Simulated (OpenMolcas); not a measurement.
# neutral chromium: effect of the active space

```
Program             : OpenMolcas
Method              : SS-CASPT2, IPEA 0.25 Eh, imaginary shift 0.1 Eh
Basis               : ANO-RCC-VTZP
Scalar Hamiltonian  : DKH2, point nucleus
Spin-orbit coupling : RASSI with atomic mean-field integrals over the reference wave functions, term energies averaged over their components
```

A. 6 electrons in 6 orbitals (3d 4s); 2S+1 = 7 even, 1 root; 2S+1 = 5 even, 23 roots; 2S+1 = 3 even, 9 roots; closed shells correlated: 3s 3p; CASPT2 step of the order of 11 core-seconds
B. 6 electrons in 11 orbitals (3d 4s 4d); 2S+1 = 7 even, 1 root; 2S+1 = 5 even, 6 roots kept (CI in the orbitals of an earlier block); closed shells correlated: 3s 3p; CASPT2 step about 3 core-minutes

Energies in cm-1 above 3d5 4s 7S3, the measured ground level; measured values from NIST Handbook of Basic Atomic Spectroscopic Data.

| Level | A | B | Measured |
| --- | --- | --- | --- |
| 3d5 4s 7S3 | 0.0 | 0.0 | 0.0 |
| 3d5 4s 5S2 | 7680 | 7440 | 7593 |
| 3d4 4s2 5D0 | 7970 | 10220 | 7751 |
| 3d4 4s2 5D1 | 8020 | 10280 | 7811 |
| 3d4 4s2 5D2 | 8120 | 10410 | 7927 |
| 3d4 4s2 5D3 | 8280 | 10600 | 8095 |
| 3d4 4s2 5D4 | 8480 | 10850 | 8308 |

Deviations, from unrounded energies. A percentage is the sum of absolute deviations over the sum of measured energies, with the sign that they share, or ± where signs differ.

```
                        Against measurement  Levels     A      B
             mean absolute deviation (cm-1)       6   180   2100
other terms of the ground configuration (%)       1  +1.2   -2.0
                   other configurations (%)       5  +2.5  +31.3
```

A lies closest to measurement on these levels. The largest miss of A in the table is 3d4 4s2 5D0, by +220 cm-1. The ranking rests on the paired levels alone, and a cruder setting can come out closer through cancelling errors.

The spin-orbit steps hold different terms of 3d5 4s (B lacks 3G, 5D, 5G, 5P), which shifts levels as well.

Between A and B the level of the table that moves most is 3d4 4s2 5D4, by 2400 cm-1 (lowest in A, highest in B). Moves below CASPT2's spread within the term are not significant.

Term energies are means over components that CASPT2 splits; among the terms shown or strongly mixed into the levels shown the widest spread is 31 cm-1 (3d4 4s2 5D, A). Over all roots computed the reference weight is 0.85 to 0.91 in A; the roots of lowest weight are the least certain, and an intruder state may touch them. A single d shell beside an s shell can misplace configurations of different d count against each other (holds for A). Terms from blocks run as CI alone lack orbitals of their own (holds for B). Active for correlation alone: 4d; no level in the range computed is led by a configuration that fills it, so any true level of that kind is missing (holds for B). Measured partners are found by configuration, term and J. A level has none where our copy of the source lacks it or the pairing is in doubt (some pairs that miss far off the trend of their configuration count as doubtful), and it then counts in no deviation. Only configurations of the active space appear. The table leaves out levels that lie high or whose names do not pair safely across all columns.
